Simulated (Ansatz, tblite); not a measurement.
Removing and adding an electron: `c1ccc(CCOc2ccccc2)cc1`. The state is a singlet with charge 0. Geometry: r2SCAN-D4/def2-SVP. Ansatz, gas phase; energy differences of separate SCF runs; the oxidised species was run as a doublet alone; the reduced species was run as a doublet alone.

```
atom   x (Å)   y (Å)   z (Å)
  C1  -1.813   0.815  -4.480
  C2  -2.609   0.123  -3.562
  C3  -2.391   0.275  -2.190
  C4  -1.376   1.120  -1.712
  C5  -1.108   1.241  -0.234
  C6  -0.107   0.195   0.236
  O7   0.087   0.380   1.626
  C8   0.946  -0.442   2.281
  C9   1.093  -0.204   3.659
 C10   1.953  -0.996   4.415
 C11   2.678  -2.035   3.815
 C12   2.528  -2.267   2.447
 C13   1.668  -1.480   1.671
 C14  -0.579   1.803  -2.644
 C15  -0.794   1.654  -4.017
 H16  -1.986   0.702  -5.554
 H17  -3.412  -0.531  -3.916
 H18  -3.025  -0.259  -1.474
 H19  -2.038   1.115   0.343
 H20  -0.706   2.239   0.009
 H21   0.852   0.306  -0.308
 H22  -0.489  -0.825   0.029
 H23   0.518   0.611   4.108
 H24   2.058  -0.802   5.487
 H25   3.353  -2.655   4.411
 H26   3.088  -3.074   1.964
 H27   1.570  -1.682   0.603
 H28   0.213   2.471  -2.286
 H29  -0.170   2.202  -4.729
```

The xTB rows come from tblite. HOMO above LUMO, or a gap near zero within one spin, warns that the state may not be the lowest or that an electron is smeared out.

Q: Estimate orbital energies and vertical ionisation energies and electron affinities at: GFN1-xTB; GFN2-xTB; PBE-D4/def2-SVP; PBE0-D4/def2-SVP.

A: 
```csv
level,−HOMO (eV),vertical IE (eV),−LUMO (eV),vertical EA (eV),HOMO–LUMO gap (eV),IE − EA (eV),remarks
GFN1-xTB,11.20,13.51,7.26,5.15,3.94,8.35,–
GFN2-xTB,10.20,12.54,6.24,4.12,3.96,8.42,–
PBE-D4/def2-SVP,5.26,–,1.17,-0.77,4.09,–,"HOMO above zero (-1 doublet), gap within one spin near zero (-1 doublet)"
PBE0-D4/def2-SVP,6.35,8.06,0.27,-1.10,6.09,9.16,HOMO above zero (-1 doublet)
```

Relaxing the oxidised species (r2SCAN-D4/def2-SVP) changes its energy by -0.14 eV at PBE0-D4/def2-SVP, so the adiabatic ionisation energy to this nearest minimum is 7.92 eV.  Run but left out: PBE-D4/def2-SVP (charge +1 doublet: an occupied level 0.00 eV above an empty one).   A HOMO above zero means that the electron is unbound at that level or that self-interaction error raises the level; the energy of removing that electron tells which. Raw xTB energy differences between charge states are shifted by several eV; the methods need an empirical correction for them. Sets without diffuse functions give affinities that are too small. A negative affinity means that the extra electron isn't bound; its size then hangs on the basis.
